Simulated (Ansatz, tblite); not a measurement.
Removing an electron: Cu2Cl2⁻. Charge -1, multiplicity 2. Geometry: r2SCAN-D4/def2-SVPD. Ansatz, gas phase; energy differences of separate SCF runs; the oxidised species is a singlet (the triplet lies 1.97 eV higher at PBE0-D4/def2-TZVPD).

Cartesian coordinates in Å:
```
Cu -0.1957 -0.4807 0.0945
Cu 0.5358 1.8478 0.0501
Cl -1.2905 -1.7123 1.4695
Cl 0.9504 0.3452 -1.6142
```

The xTB rows come from tblite. The structure comes from a short search, and lower isomers may exist.

```csv
level,−HOMO (eV),vertical IE (eV),−LUMO (eV),HOMO–LUMO gap (eV)
GFN1-xTB,–,7.38,–,–
GFN2-xTB,–,5.31,–,–
PBE0-D4/def2-TZVPD,0.50,2.24,-1.90,2.39
```

(1) Estimate the rows for PBE-D4/def2-TZVPD, r2SCAN-D4/def2-TZVPD.

## Answers

(1) 
```csv
level,−HOMO (eV),vertical IE (eV),−LUMO (eV),HOMO–LUMO gap (eV),remarks
PBE-D4/def2-TZVPD,-0.18,2.30,-0.97,0.80,HOMO above zero (-1 doublet)
r2SCAN-D4/def2-TZVPD,0.04,2.37,-1.28,1.32,–
```

  A HOMO above zero means that the electron is unbound at that level or that self-interaction error raises the level; the energy of removing that electron tells which. HOMO and LUMO are the levels of the spin that leaves or enters (xTB has no such levels and no spin-polarisation term). Other spin states of the ions may lie lower, which would lower the ionisation energy or raise the affinity. Raw xTB energy differences between charge states are shifted by several eV; the methods need an empirical correction for them.
